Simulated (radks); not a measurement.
Results of a calculation; reference values are marked as such.
Question: Radial electron density D(r) = 4 pi r^2 rho(r) of an atom or ion with 58 electrons. Code: a radial shooting solver on a logarithmic mesh with Libxc functionals. Model: scalar-relativistic Kohn-Sham, BLYP, spin-polarised, spherical densities, point nucleus.

r (bohr),D(r) (e/bohr)
0.002508,14.64
0.002874,17.86
0.003319,21.89
0.003802,26.31
0.004391,31.68
0.005031,37.37
0.005764,43.59
0.006657,50.59
0.007626,57.36
0.008737,63.97
0.01009,70.37
0.01156,75.36
0.01335,79.07
0.0153,80.74
0.01752,80.51
0.02024,78.45
0.02319,75.50
0.02678,72.49
0.03068,71.16
0.03515,72.54
0.04059,77.70
0.04651,85.66
0.05328,94.96
0.06154,103.3
0.0705,106.8
0.08142,104.1
0.09328,96.26
0.1069,86.74
0.1234,79.93
0.1414,79.96
0.162,85.61
0.1871,92.16
0.2143,92.04
0.2475,81.30
0.2836,63.92
0.3249,46.99
0.3753,37.16
0.4299,37.05
0.4965,41.42
0.5688,43.06
0.6517,39.04
0.7527,30.34
0.8623,21.74
0.9879,15.45
1.141,11.68
1.307,9.654
1.51,7.779
1.73,5.787
1.982,3.778
2.288,2.040
2.622,0.9640
3.004,0.3830
3.469,0.1175
3.974,0.03103
4.59,0.005929
5.259,0.0009899

What is the nuclear charge?

Answer: Z = 61. The innermost maximum, from 1s, lies near gamma/Z bohr with gamma = sqrt(1 - (Z/c)^2) = 0.895, here 0.0147 bohr (found: 0.0160), and its height grows with Z. The density is that of the promethium ion Pm3+ in [Kr] 4d10 4f(up 2.5, down 2.5) 5s2 5p(up 2.5, down 2.5); the configuration itself is not fixed sharply by these data, and Z only to a few units. D(r) has 4 maxima, at r = 0.0160, 0.0716, 0.201, 0.555 bohr, and minima at 0.0309, 0.132, 0.400 bohr, inside which lie 1.95, 11.13, 29.14 electrons.
